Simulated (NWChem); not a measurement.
System: AlCl₂F; SMILES [F][Al]([Cl])[Cl]

```xyz
4

Al     0.0000     0.0000     0.3352
F      0.0000     0.0000     1.9855
Cl    -1.8109     0.0000    -0.6728
Cl     1.8109     0.0000    -0.6728
```
Atoms are numbered in this order, from 1.

Computed with NWChem. Coordinates come from a PBE0/def2-SVP optimisation. Vzz is the largest principal value of the second derivative of the potential at the nucleus (NWChem prints the opposite sign); η is the asymmetry. Non-relativistic.

Q: Predict the results for Hartree-Fock/def2-SVP. Quantities: Vzz Al1 (a.u.); η Al1; Vzz Cl4 (a.u.); η Cl4.

A: 
```json
{
  "Vzz Al1 (a.u.)": "0.816",
  "η Al1": "0.12",
  "Vzz Cl4 (a.u.)": "1.353",
  "η Cl4": "0.26"
}
```
